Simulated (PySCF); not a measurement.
## How methods differ on the ionisation energy of Cu¹²⁺

Cu¹²⁺ [Ne] 3s2 3p5 (2P) → Cu¹³⁺ [Ne] 3s2 3p4 (3P), as a difference of total energies. Computed with PySCF 2.14 in an uncontracted even-tempered set (19 s from 0.69 bohr⁻², ratio 2.5; 12 p from 0.9 bohr⁻², ratio 2.5; 5 d from 6.3 bohr⁻², ratio 2.7; 4 f from 9.5 bohr⁻², ratio 2.7), with scalar relativity by spin-free X2C-1e. Correlated levels: outer shells: 1s2 frozen; virtual orbitals above 40 to 60 times the deepest correlated orbital energy dropped. The calculations carry no spin-orbit coupling.

```csv
method,ionisation energy (eV)
UHF,399.91
LDA,401.82
PBE,401.62
PBE0,401.64
r2SCAN,401.81
PW91,401.87
M06,401.78
MP2 (outer shells),400.86
SCS-MP2 (outer shells),400.81
```

Problem. How much does correlation contribute at MP2 (outer shells)?

Solution. 400.86 − (399.91) = 0.95 eV, measured against UHF.

A first-order spin-orbit estimate (lowest level to lowest level, LS coupling) adds -0.045 eV.

For comparison: 401 ± 0.3 eV (semi-empirical (NIST evaluation); NIST Atomic Spectra Database, ionization energies).
